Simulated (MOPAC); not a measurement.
Input for MOPAC: AM1 on AsH5Se (a complex), monomers drawn apart or pushed together.

```
AM1 1SCF PRECISE CHARGE=0 THREADS=1
AsH5Se

As    -0.18873439 1    -0.11764323 1    -0.35513058 1
H     -0.15343769 1    -0.09021150 1    -1.88060545 1
H      1.30997495 1     0.13332965 1    -0.25091682 1
H     -0.50743476 1     1.36942323 1    -0.26976997 1
Se    -0.01753401 1    -0.58596795 1     3.90306378 1
H     -1.46134312 1    -0.65453572 1     3.64084845 1
H     -0.24808655 1    -0.07712418 1     5.26489502 1
```

It printed:

```
*******************************************************************************
 **                                                                           **
 **                              MOPAC v23.2.5                                **
 **                                                                           **
 *******************************************************************************
 ** MOPAC's Digital Object Identifier: https://doi.org/10.5281/zenodo.6511958 **
 **                                                                           **
 ** Please cite the open-source release paper for use of this MOPAC version:  **
 ** J. E. Moussa and J. J. P. Stewart (2026)                                  **
 ** MOPAC: An open-source semiempirical molecular orbital program             **
 ** J. Open Source Softw., 11(119), 8025, https://doi.org/10.21105/joss.08025 **
 *******************************************************************************

                              AM1 CALCULATION RESULTS

 *******************************************************************************
 *  AM1        - The AM1 Hamiltonian to be used
 *
 *
 *
 *                 CHARGE ON SYSTEM = 0
 *
 *
 *
 *  PRECISE    - TIGHTER CRITERIA TO BE USED
 *  1SCF       - DO 1 SCF AND THEN STOP
 *  THREADS=1  - MULTI-THREADING NOT USED
 *  T=         - A TIME OF 172800.0 SECONDS REQUESTED
 *  DUMP=N     - RESTART FILE WRITTEN EVERY 7200.0 SECONDS REQUESTED
 *******************************************************************************
AM1 1SCF PRECISE CHARGE=0 THREADS=1
 AsH5Se

   ATOM   CHEMICAL          X               Y               Z
  NUMBER   SYMBOL      (ANGSTROMS)     (ANGSTROMS)     (ANGSTROMS)

     1      As         -0.18873439  *  -0.11764323  *  -0.35513058  *
     2       H         -0.15343769  *  -0.09021150  *  -1.88060545  *
     3       H          1.30997495  *   0.13332965  *  -0.25091682  *
     4       H         -0.50743476  *   1.36942323  *  -0.26976997  *
     5      Se         -0.01753401  *  -0.58596795  *   3.90306378  *
     6       H         -1.46134312  *  -0.65453572  *   3.64084845  *
     7       H         -0.24808655  *  -0.07712418  *   5.26489502  *



          CARTESIAN COORDINATES

    NO.       ATOM           X           Y           Z

     1        As         -0.1887     -0.1176     -0.3551
     2         H         -0.1534     -0.0902     -1.8806
     3         H          1.3100      0.1333     -0.2509
     4         H         -0.5074      1.3694     -0.2698
     5        Se         -0.0175     -0.5860      3.9031
     6         H         -1.4613     -0.6545      3.6408
     7         H         -0.2481     -0.0771      5.2649

  H: (AM1): M.J.S. DEWAR ET AL, J. AM. CHEM. SOC. 107 3902-3909 (1985)
 As: (AM1): J. J. P. STEWART, J. MOL. MOD., 10, 155-164 (2004)
 Se: (AM1): J. J. P. STEWART, J. MOL. MOD., 10, 155-164 (2004)

           Empirical Formula: H5 As Se  =     7 atoms



      MOLECULAR POINT GROUP   :   C1


      RHF CALCULATION, NO. OF DOUBLY OCCUPIED LEVELS = 8


 -------------------------------------------------------------------------------
 AM1 1SCF PRECISE CHARGE=0 THREADS=1
 AsH5Se



     1SCF WAS SPECIFIED, SO BFGS WAS NOT USED
     SCF FIELD WAS ACHIEVED


                              AM1 CALCULATION
                                                       MOPAC v23.2.5 Linux




          FINAL HEAT OF FORMATION =         29.94615 KCAL/MOL =     125.29469 KJ/MOL


          COSMO AREA              =        123.88 SQUARE ANGSTROMS
          COSMO VOLUME            =        103.66 CUBIC ANGSTROMS

          IONIZATION POTENTIAL    =          7.814604 EV
          HOMO LUMO ENERGIES (EV) =         -7.815  0.212
          NO. OF FILLED LEVELS    =          8
          MOLECULAR WEIGHT        =        158.9211         POINT GROUP:  C1

          MOLECULAR DIMENSIONS (Angstroms)

            Atom       Atom       Distance
            H     7    H     2     7.14614
            H     6    H     3     2.83337
            H     4   Se     5     2.03711


          SCF CALCULATIONS        =          1





   ATOM   CHEMICAL          X               Y               Z
  NUMBER   SYMBOL      (ANGSTROMS)     (ANGSTROMS)     (ANGSTROMS)

     1      As         -0.18873439  *  -0.11764323  *  -0.35513058  *
     2       H         -0.15343769  *  -0.09021150  *  -1.88060545  *
     3       H          1.30997495  *   0.13332965  *  -0.25091682  *
     4       H         -0.50743476  *   1.36942323  *  -0.26976997  *
     5      Se         -0.01753401  *  -0.58596795  *   3.90306378  *
     6       H         -1.46134312  *  -0.65453572  *   3.64084845  *
     7       H         -0.24808655  *  -0.07712418  *   5.26489502  *

                             CARTESIAN COORDINATES

   1   As       -0.188734390    -0.117643230    -0.355130580
   2    H       -0.153437690    -0.090211500    -1.880605450
   3    H        1.309974950     0.133329650    -0.250916820
   4    H       -0.507434760     1.369423230    -0.269769970
   5   Se       -0.017534010    -0.585967950     3.903063780
   6    H       -1.461343120    -0.654535720     3.640848450
   7    H       -0.248086550    -0.077124180     5.264895020


           Empirical Formula: H5 As Se  =     7 atoms



      MOLECULAR POINT GROUP   :   C1


                  EIGENVALUES
 -20.29173 -19.77081 -12.78933 -12.32786 -12.31876 -11.52530 -10.54257  -7.81460
   0.21157   0.78200   1.46403   1.68705   1.69173


              NET ATOMIC CHARGES AND DIPOLE CONTRIBUTIONS

  ATOM NO.   TYPE          CHARGE      No. of ELECS.   s-Pop       p-Pop
    1         As           0.379240        4.6208     1.84774     2.77302
    2          H          -0.128401        1.1284     1.12840
    3          H          -0.124522        1.1245     1.12452
    4          H          -0.126465        1.1265     1.12646
    5         Se           0.052338        5.9477     1.96044     3.98722
    6          H          -0.024526        1.0245     1.02453
    7          H          -0.027664        1.0277     1.02766
 DIPOLE           X         Y         Z       TOTAL
 POINT-CHG.    -0.524    -1.130     0.680     1.419
 HYBRID         0.294     1.874    -0.695     2.020
 SUM           -0.230     0.744    -0.015     0.779


          ATOMIC ORBITAL ELECTRON POPULATIONS

     Atom    s        px        py        pz
    1 As   1.84774   0.91229   0.94628   0.91446
    2  H   1.12840
    3  H   1.12452
    4  H   1.12646
    5 Se   1.96044   0.99066   1.87791   1.11866
    6  H   1.02453
    7  H   1.02766

 **********************
 *                    *
 * JOB ENDED NORMALLY *
 *                    *
 **********************




 == MOPAC DONE ==
```

The run finished.

Cost: about 0.010 core-seconds (a rough figure).
